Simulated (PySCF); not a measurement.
Ge(F)3(SeH) (F₃GeHSe), SMILES [F][Ge]([F])([F])[SeH].

Coordinates come from a B3LYP-D3(BJ)/def2-SVP optimisation. This is a generated structure with no PubChem entry under its InChIKey; it may be hypothetical. The values are those of a single conformer.

These are CAM-B3LYP/def2-TZVP in PySCF values and carry that method's errors.

Computed frontier levels, gap, dipole moment and polarisability:
```json
{
  "highest_occupied_level": "-9.71 eV",
  "lowest_empty_level": "-0.90 eV",
  "orbital_gap": "8.81 eV",
  "dipole_moment": "0.630 e·Å",
  "quadrupole, principal values (traceless, Buckingham form, about the centre of nuclear charge)": "-4.01, -0.62, 4.63 D·Å",
  "mean_static_polarisability": "50.1 bohr³ (7.42 Å³)",
  "polarisability_principal_values": "41.7, 45.7, 62.9 bohr³"
}
```
